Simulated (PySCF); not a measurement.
Compound: C₄H₁₀BCl₂NSi.
Numbering: `[SiH3:1][N:2]1[CH2:3][CH2:4][C@@H:5]([B:6]([Cl:7])[Cl:8])[CH2:9]1` (hydrogens: H10, H11, H12 on Si1; H13, H14 on C3; H15, H16 on C4; H17 on C5; H18, H19 on C9)

Geometry (PBE0-D3(BJ)/def2-SVP, Å), atoms numbered from 1 in this order:
```xyz
19
C4H10BCl2NSi angstrom
Si     0.338    0.419   -1.835
N     -0.848   -0.691   -1.236
C     -0.927   -1.219    0.106
C     -2.431   -1.209    0.411
C     -3.116   -1.352   -0.967
B     -4.098   -0.210   -1.369
Cl    -3.738    1.468   -0.994
Cl    -5.538   -0.541   -2.319
C     -1.925   -1.269   -1.989
H     -0.283    1.176   -2.964
H      0.729    1.331   -0.716
H      1.598   -0.212   -2.353
H     -0.530   -2.254    0.162
H     -0.342   -0.606    0.809
H     -2.725   -2.014    1.100
H     -2.701   -0.253    0.883
H     -3.616   -2.325   -1.074
H     -1.698   -2.294   -2.346
H     -2.145   -0.667   -2.887
```

The closed-shell ground state was solved at several levels (PySCF, density fitting, gas phase, non-relativistic).

| level | basis functions | HOMO (eV) | LUMO (eV) | gap (eV) | dipole (D) |
| --- | --- | --- | --- | --- | --- |
| HF/pcSseg-1 | 224 | -9.76 | 2.56 | 12.32 | 2.20 |
| wB97X-D/def2-SVPD | 278 | -8.41 | 0.56 | 8.97 | 1.95 |

(1) What might PBE0/pcSseg-1 (224 basis functions) give for the same quantities?

(2) Over all these levels, which gives the widest orbital gap and which the narrowest?

(3) How far do the dipole and the HOMO energy spread over the levels?

Answers

(1) HOMO -6.59 eV, LUMO -1.23 eV, gap 5.36 eV, dipole 1.97 D.

(2) HF/pcSseg-1 (Hartree–Fock, all exact exchange) has the widest, 12.32 eV, and PBE0/pcSseg-1 (global hybrid, 25 % exact exchange) the narrowest, 5.36 eV. The two share the basis. From the narrowest to the widest the HOMO moves by -3.17 eV and the LUMO by +3.79 eV.

(3) The dipole runs from 1.95 to 2.20 D (mean 2.04 D) and the HOMO from -9.76 to -6.59 eV.

One conformer stands for the species.
